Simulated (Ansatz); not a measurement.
`SB1N[SiH2]1` + H₂ → `B1N[SiH2]1` + H₂S at 298.15 K and 1 bar (hydrogenolysis of a B–S bond).

Program: Ansatz. Geometries: PBE0-D4/def2-TZVP. ΔE: electronic, gas phase. CCSD(T)/CBS adds triple-zeta CCSD(T) − MP2 to the extrapolated MP2 energy (def2 sets, frozen cores). This one scheme is used for every species. Each species was taken in one conformer, which may not be the lowest.

```tsv
species	CCSD(T)/CBS energy (Eh)	H − E (kJ/mol)	S (J/(mol·K))
`SB1N[SiH2]1`	-768.78676	138.5	307.8
H₂	-1.17544	35.1	130.4
`B1N[SiH2]1`	-370.97252	130.3	266.7
H₂S	-398.97279	49.9	205.7
```

H − E and S are ideal-gas, rigid-rotor, harmonic terms from PBE0-D4/def2-TZVP, for one conformer and one mirror image of each species. The MP2-based limit puts H₂ 0.8 mEh under its directly extrapolated value; such offsets cancel only in part. 1 Eh = 2625.50 kJ/mol, R = 8.31446 J/(mol·K).

**Question.** By hand: ΔE, ΔH, ΔS and ΔG.

**Answer.** ΔE = (-370.97252) + (-398.97279) − (-768.78676) − (-1.17544) = 0.01689 Eh = 44.3 kJ/mol. Δ(H − E) = 130.3 + 49.9 − 138.5 − 35.1 = 6.6, so ΔH = 50.9 kJ/mol. ΔS = 266.7 + 205.7 − 307.8 − 130.4 = 34.2 J/(mol·K). ΔG = 50.9 − 298.15 × (34.2)/1000 = 40.7 kJ/mol.

**Question.** By hand: the equilibrium constant, and the temperature at which ΔG would vanish if ΔH and ΔS stayed fixed.

**Answer.** log₁₀ K = −ΔG/(RT ln 10) = -7.1. ΔG = 0 at ΔH/ΔS = 1488 K.

ΔH outweighs TΔS. A doubt of 5 kJ/mol in ΔE shifts log₁₀ K by 0.9 here. Other conformers and mirror images would add mixing entropy, several J/(mol·K) or more a flexible species. These are equilibria of isolated gas molecules and say nothing of rates. Largest T1 diagnostic: 0.014 (customary marks: 0.02 for closed shells, 0.045 for open ones).
